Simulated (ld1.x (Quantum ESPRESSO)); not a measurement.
# Before and after: TM semilocal potential for thallium

thallium, norm-conserving Troullier–Martins (semilocal form), made with ld1.x (Quantum ESPRESSO) 7.5 (PBE, scalar-relativistic). Core [Xe] 4f14 5d10, reference 6s2 6p1. Waves: 6s (bound): rc 2.10 bohr; 6p (bound): rc 2.50 bohr. Local part: the p channel. Core correction: none.

Change: wave 6p (bound): rc 2.50 bohr becomes 6p (bound): rc 1.94 bohr.

Cutoffs: the cutoffs (Ry, on a coarse ladder) from which the occupation-weighted sum of valence levels, in a spherical-Bessel basis at the reference potential, stays within 10 and 1 mRy of its value at 400 Ry; they do not see the model core or the augmentation charge, which bear on the density cutoff. Errors are all-electron minus pseudo energies relative to the spin-unpolarised reference configuration.

**Question.** How do hardness, ghosts and transferability respond?

**Answer.** The potential gets harder (18 Ry and 30 Ry → 25 Ry and 35 Ry); of the 7 tests that both files solve, the error grows in 3 and shrinks in 0 by more than 15 % and 0.3 meV (median size 34.7 → 53.4 meV); neither file shows a bound ghost. A smaller radius makes the pseudo-wave follow the all-electron one further in, where it bends more sharply, so more plane waves are needed. That the errors move this way runs against the usual rule that smaller radii transfer better. A semilocal file is local in each channel, so a ghost entry of none says nothing of the separable form that plane-wave codes build from it.

```tsv
quantity	base	changed
cutoff, loose	18 Ry	25 Ry
cutoff, tight	30 Ry	35 Ry
loose cutoff by channel (10 mRy a level)	s 10 Ry, p 6 Ry	s 10 Ry, p 25 Ry
bound ghosts	none	none
error for 6s2 6p0, meV [ΔE 5.17 eV]	+48	+53
error for 6s1 6p0, meV [ΔE 25.95 eV]	+106	+102
error for 6s2 6p0.5, meV [ΔE 1.85 eV]	+8.7	+9.9
error for 6s2 6p1.3, meV [ΔE -0.49 eV]	+2.1	+2.3
error for 6s0 6p3, meV [ΔE 15.21 eV]	+190	+402
error for 6s1 6p2, meV [ΔE 7.40 eV]	+35	+72
error for 6s1 6p1, meV [ΔE 13.44 eV]	-7.9	+18
```
